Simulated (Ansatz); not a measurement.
Consider the formal exchange of groups at a Ge–Si bond: `[GeH3][SiH]1BO1` + `[SiH3]B(Cl)Cl` → `ClB(Cl)[SiH2][GeH3]` + `B1O[SiH2]1`.

Gas-phase electronic energies from Ansatz, PBE0-D4/def2-TZVP geometries. CBS: MP2 limit from def2 TZ/QZ plus the TZ coupled-cluster correction, frozen cores. Functionals use def2-TZVPP. B3LYP here is the variant with VWN-RPA as its local correlation; programs differ in this. For Ge outer-core shells are correlated without core-valence functions, which leaves a few kJ/mol of doubt a bond. Scalar relativity is left out up to krypton. Each species was taken in one conformer, which may not be the lowest.

| level | ΔE (kJ/mol) |
| --- | --- |
| B3LYP-D4 | -5.0 |
| CCSD/def2-TZVPP | -5.2 |

(1) What does CCSD(T)/CBS give? (Estimate.)

Largest T1 diagnostic among the species: 0.017.

Answers

(1) The calculation gave: -5.5 kJ/mol. The listed levels differ from it by 0.5, 0.3 kJ/mol.

The D4 term adds −3.1 kJ/mol with B3LYP and −1.9 kJ/mol with PBE0; it sums over pairs of atoms, weighted by their polarisabilities, and B3LYP, whose exchange is more repulsive, gets the larger term.
